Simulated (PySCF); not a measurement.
## Sn(OH)₂ → SnH₂ + O₂

Level: PBE0 in the def2-TZVP basis family, computed in PySCF with density fitting; scalar-relativistic core potentials for atoms from Rb on, none lighter, no spin–orbit coupling; open shells unrestricted.

| species | state and structure | E (Eh) | ZPE (kJ/mol) | H(298 K) − H(0) (kJ/mol) | S° (J/(mol K)) |
| --- | --- | --- | --- | --- | --- |
| Sn(OH)₂ | singlet, C2v, O–H 0.960 Å (×2), Sn–O 1.981 Å (×2); H–O–Sn 118.8° (×2), O–Sn–O 99.7° | -365.92212 | 66.8 | 14.9 | 294.9 |
| SnH₂ | singlet, C2v, Sn–H 1.773 Å (×2); H–Sn–H 90.6° | -215.45814 | 25.5 | 10.1 | 229.6 |
| O₂ | triplet, D∞h, O–O 1.193 Å | -150.23561 | 10.3 | 8.7 | 204.9 |

(1) What is the electronic reaction energy?

(2) Add zero-point, thermal and entropy terms for 298.15 K and 1 bar.

## Answers

(1) At PBE0/def2-TZVP, ΔE = 599.6 kJ/mol from the differences of the total energies times 2625.5, uphill. 

(2) ΔZPE = -31.0 and Δ[H(298) − H(0)] = 3.9 kJ/mol give ΔH° = 572.5 kJ/mol. ΔS° = 139.6 J/(mol K), so ΔG° = 572.5 − 298.15 × (0.1396) = 531 kJ/mol.

Each species is the lowest minimum found with this bonding; other isomers or fragments can lie lower.
